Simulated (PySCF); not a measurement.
Cl₂Sn, charge +1, doublet, at a GFN2-xTB geometry (such geometries of metal compounds can be far from the true shape) (a state made from the parent by changing its charge; the spin is typed, not shown lowest) (core potentials on Sn); DF-TPSS/def2-TZVPD in PySCF.

Here is a job for PySCF.
```python
from pyscf import gto, scf, dft
import numpy

mol = gto.Mole()
mol.atom = '''
    Sn    0.00755256   -0.00709993    0.44602132
    Cl    1.31419946    1.64977004   -0.65225992
    Cl   -1.33641287   -1.62888789   -0.65956749
'''
mol.basis = 'def2-tzvpd'
mol.ecp = {'Sn': 'def2-tzvpd'}
mol.charge = 1
mol.spin = 1
mol.verbose = 4
mol.build()
print('smallest overlap eigenvalue', numpy.linalg.eigvalsh(mol.intor('int1e_ovlp'))[0])

mf = dft.UKS(mol)
mf.xc = 'tpss'
mf = mf.density_fit(auxbasis='def2-universal-jkfit')
mf.kernel()
mf.analyze()
```

What the program printed (banner, timings and long lists left out):

```
PySCF version 2.14.0

[INPUT] verbose = 4
[INPUT] num. atoms = 3
[INPUT] num. electrons = 55
[INPUT] charge = 1
[INPUT] spin (= nelec alpha-beta = 2S) = 1
[INPUT] symmetry False subgroup None
[INPUT] Mole.unit = angstrom
[INPUT] Symbol           X                Y                Z      unit          X                Y                Z       unit  Magmom
[...]
nuclear repulsion = 202.669099466715
number of shells = 50
number of NR pGTOs = 241
number of NR cGTOs = 148
basis = def2-tzvpd
ecp = {'Sn': 'def2-tzvpd'}
smallest overlap eigenvalue 0.0013517846390465448

******** <class 'pyscf.df.df_jk.DFUKS'> ********
method = DFUKS
initial guess = minao
damping factor = 0
level_shift factor = 0
DIIS = <class 'pyscf.scf.diis.CDIIS'>
diis_start_cycle = 1
diis_space = 8
diis_damp = 0
SCF conv_tol = 1e-09
SCF conv_tol_grad = None
SCF max_cycles = 50
direct_scf = False
number electrons alpha = 28  beta = 27
XC library pyscf.dft.libxc version 7.1.2
    S. Lehtola, C. Steigemann, M. J. T. Oliveira, and M. A. L. Marques,  SoftwareX 7, 1–5 (2018)
XC functionals = tpss
    J. Tao, J. P. Perdew, V. N. Staroverov, and G. E. Scuseria,  Phys. Rev. Lett. 91, 146401 (2003)
    J. P. Perdew, J. Tao, V. N. Staroverov, and G. E. Scuseria,  J. Chem. Phys. 120, 6898 (2004)
    J. Tao, J. P. Perdew, V. N. Staroverov, and G. E. Scuseria,  Phys. Rev. Lett. 91, 146401 (2003)
    J. P. Perdew, J. Tao, V. N. Staroverov, and G. E. Scuseria,  J. Chem. Phys. 120, 6898 (2004)
radial grids:
    Treutler-Ahlrichs [JCP 102, 346 (1995); DOI:10.1063/1.469408] (M4) radial grids

becke partition: Becke, JCP 88, 2547 (1988); DOI:10.1063/1.454033
pruning grids: <function nwchem_prune>
grids dens level: 3
symmetrized grids: False
atomic radii adjust function: <function treutler_atomic_radii_adjust>
small_rho_cutoff = 0
Set gradient conv threshold to 3.16228e-05
tot grids = 59720
init E= -1098.19589138592

cycle= 1 E= -1131.81599530675  delta_E= -33.6  |g|= 2.41  |ddm|= 21.7
cycle= 2 E= -1081.11331230777  delta_E= 50.7  |g|= 7.65  |ddm|= 8.24
cycle= 3 E= -1134.0574140237  delta_E= -52.9  |g|= 0.787  |ddm|= 5.87
cycle= 4 E= -1134.02569507558  delta_E= 0.0317  |g|= 0.85  |ddm|= 1.81
cycle= 5 E= -1134.43003292675  delta_E= -0.404  |g|= 0.124  |ddm|= 1.03
cycle= 6 E= -1134.43285969107  delta_E= -0.00283  |g|= 0.119  |ddm|= 0.386
cycle= 7 E= -1134.43729423754  delta_E= -0.00443  |g|= 0.0802  |ddm|= 0.227
cycle= 8 E= -1134.44201316776  delta_E= -0.00472  |g|= 0.013  |ddm|= 0.115
[...]
converged SCF energy = -1134.44214037852  <S^2> = 0.75468391  2S+1 = 2.0046784
Total Energy =                       -1134.442140378522936
[...]
spin_pop of  1 Cl 4dz^2     0.00107
spin_pop of  1 Cl 4dxz     -0.00012
spin_pop of  1 Cl 4dx2-y2    0.00008
spin_pop of  1 Cl 5dxy      0.00024
spin_pop of  1 Cl 5dyz      0.00046
spin_pop of  1 Cl 5dz^2     0.00106
spin_pop of  1 Cl 5dxz      0.00029
spin_pop of  1 Cl 5dx2-y2    0.00011
spin_pop of  1 Cl 4f-3      0.00004
spin_pop of  1 Cl 4f-2      0.00010
spin_pop of  1 Cl 4f-1      0.00006
spin_pop of  1 Cl 4f+0      0.00005
spin_pop of  1 Cl 4f+1      0.00004
spin_pop of  1 Cl 4f+2      0.00008
spin_pop of  1 Cl 4f+3      0.00008
spin_pop of  2 Cl 1s       -0.00000
spin_pop of  2 Cl 2s       -0.00000
spin_pop of  2 Cl 3s        0.00109
spin_pop of  2 Cl 4s        0.00413
spin_pop of  2 Cl 5s        0.00002
spin_pop of  2 Cl 6s       -0.00001
spin_pop of  2 Cl 2px       0.00000
spin_pop of  2 Cl 2py       0.00000
spin_pop of  2 Cl 2pz       0.00001
spin_pop of  2 Cl 3px       0.05181
spin_pop of  2 Cl 3py       0.07129
spin_pop of  2 Cl 3pz       0.19687
spin_pop of  2 Cl 4px       0.00107
spin_pop of  2 Cl 4py       0.00172
spin_pop of  2 Cl 4pz       0.00021
spin_pop of  2 Cl 5px       0.00001
spin_pop of  2 Cl 5py      -0.00001
spin_pop of  2 Cl 5pz       0.00070
spin_pop of  2 Cl 6px       0.00010
spin_pop of  2 Cl 6py       0.00015
spin_pop of  2 Cl 6pz       0.00019
spin_pop of  2 Cl 7px       0.00005
spin_pop of  2 Cl 7py       0.00007
spin_pop of  2 Cl 7pz       0.00008
spin_pop of  2 Cl 3dxy      0.00082
spin_pop of  2 Cl 3dyz     -0.00034
spin_pop of  2 Cl 3dz^2     0.00059
spin_pop of  2 Cl 3dxz     -0.00023
spin_pop of  2 Cl 3dx2-y2    0.00006
spin_pop of  2 Cl 4dxy      0.00114
spin_pop of  2 Cl 4dyz     -0.00018
spin_pop of  2 Cl 4dz^2     0.00107
spin_pop of  2 Cl 4dxz     -0.00013
spin_pop of  2 Cl 4dx2-y2    0.00008
spin_pop of  2 Cl 5dxy      0.00023
spin_pop of  2 Cl 5dyz      0.00041
spin_pop of  2 Cl 5dz^2     0.00107
spin_pop of  2 Cl 5dxz      0.00033
spin_pop of  2 Cl 5dx2-y2    0.00011
spin_pop of  2 Cl 4f-3      0.00004
spin_pop of  2 Cl 4f-2      0.00010
spin_pop of  2 Cl 4f-1      0.00006
spin_pop of  2 Cl 4f+0      0.00005
spin_pop of  2 Cl 4f+1      0.00004
spin_pop of  2 Cl 4f+2      0.00008
spin_pop of  2 Cl 4f+3      0.00008

WARN: Weak orthogonality for localized orbitals 1.2652510346291428e-09

In total            28.00000 | 27.00000

WARN: System has nonzero charge 1; the dipole moment is origin-dependent.
Location of origin: [0. 0. 0.]

Dipole moment(X, Y, Z, Debye):  0.02964, -0.02764,  1.74363
```
